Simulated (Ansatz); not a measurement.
Frontier orbitals of CH$_{5}$BFNS.

```csv
atom,x (Å),y (Å),z (Å)
B1,-0.681,0.002,0.852
C2,0.422,0.436,-0.173
N3,0.235,0.746,-1.427
F4,1.695,0.459,0.148
S5,-0.409,-1.904,0.665
H6,-1.768,0.257,0.385
H7,-0.471,0.420,1.959
H8,1.004,0.849,-2.073
H9,-0.710,0.757,-1.773
H10,0.683,-2.022,1.437
```

Charge 0, multiplicity 1. The bonds changed during the relaxation, so this is another structure than the one it started from. The geometry is a stationary point of PBE0-D4/def2-TZVP. It is one conformer, not always the lowest. Basis def2-TZVPP, the Gaussian-basis code of Ansatz.

Orbital energies of one run (eV). Highest occupied ones, from the top: -5.95, -7.59, -8.31, -9.54, -10.25, -10.82, -12.65, -14.22, -14.46, -16.26, -17.12, -18.87, -19.85, -27.45. Empty: -1.80, -0.07, 0.91, 1.13, 1.84, 2.34.

(1) Which functional gave them?
A. HSE06 (plane-wave form)
B. BHLYP
C. revPBE
D. LDA (SPW92)

Answers

(1) A. HOMO energies: HSE06 -5.95, LDA (SPW92) -5.33, revPBE -5.14, BHLYP -7.38 eV.
